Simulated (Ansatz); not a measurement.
H2SeTe (SMILES [SeH][TeH]) moved off its minimum; all values from Ansatz (a program for electronic structure), cores frozen in correlated methods. Elements past Kr take the def2 small-core potentials, without spin–orbit coupling.
(charge 0, multiplicity 1)
```xyz
4

Te    -0.62780    -0.58079     0.44665
H     -0.73310    -1.74563    -0.63145
Se     0.86511     0.96392    -0.85023
H      2.14261     0.29050    -0.34733
```

Question: Give the forces (eV/Å), the total energy and the dipole at CCSD(T)/def2-TZVPPD.

Answer: 
```tsv
atom	Fx	Fy	Fz
Te1	-0.252	0.882	1.307
H2	-0.046	-1.025	-1.088
Se3	1.117	-0.438	0.201
H4	-0.819	0.581	-0.420
```
Energy -2668.3639 hartree, dipole 0.70 D.
